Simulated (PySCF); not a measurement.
# TDDFT excited states: C3H9ClO2Si

Methyldimethoxychlorosilane, C₃H₉ClO₂Si.
SMILES: `CO[Si](C)(Cl)OC`

Method: TDDFT CAM-B3LYP/def2-SVPD, vertical, gas phase, core orbitals frozen in the response in PySCF. Geometry: GFN2-xTB, one conformer, isolated molecule. Torsions of this conformer, `[CH3:1][O:2][Si:3]([CH3:4])([Cl:5])[O:6][CH3:7]`: C1–O2–Si3–C4 -178°, O2–Si3–O6–C7 172°.

List the vertical singlet excitations with oscillator strengths and describe the spectrum.

```
state  E (eV)  E (kJ/mol)  λ (nm)       f     main configurations (H = HOMO, L = LUMO)
   S1    7.89         761   157.1  0.0062                                    H→L (80%)
   S2    8.08         780   153.4   0.017                   H-1→L (74%), H-1→L+1 (11%)
   S3    8.35         805   148.6   0.054                                  H-2→L (80%)
   S4    8.58         828   144.5   0.019                   H-3→L (63%), H-3→L+1 (14%)
   S5    8.69         838   142.7   0.053                                  H-4→L (60%)
   S6    8.79         848   141.1   0.051        H→L+1 (29%), H→L+2 (28%), H→L+4 (10%)
   S7    8.81         850   140.7   0.042      H-5→L (33%), H-1→L+3 (13%), H→L+1 (12%)
   S8    8.94         862   138.7   0.048  H-1→L+2 (34%), H-1→L+1 (20%), H-1→L+5 (13%)
```

Triplets, Tamm–Dancoff:

| state | E (eV) | λ (nm) | main configurations (H = HOMO, L = LUMO) |
| --- | --- | --- | --- |
| T1 | 7.68 | 161.3 | H→L (73%) |
| T2 | 7.91 | 156.8 | H-1→L (66%), H-1→L+1 (10%) |
| T3 | 8.10 | 153.0 | H-2→L (72%) |

The lowest singlet lies at 7.89 eV (157 nm, vacuum ultraviolet) and is weak; its leading configuration is HOMO→LUMO (80%). The largest oscillator strength of a single state is 0.054. Löwdin shares by element: HOMO oxygen 46% or more, carbon 20% or more, silicon 6% (atoms not listed hold the other 27%); LUMO silicon 22%, carbon 20% or more, chlorine 17% (atoms not listed hold the other 42%). The listed states span 1.05 eV, and the widest gap between neighbours is 0.26 eV (S2 to S3). Orbital energies (eV): HOMO-3 -10.48, HOMO-2 -10.27, HOMO-1 -9.95, HOMO -9.87, LUMO 0.97, LUMO+1 1.66, LUMO+2 1.85. Of the 8 states listed, 7 reach f = 0.01 and none stays under 0.0005. The window holds the lowest 8 singlets.
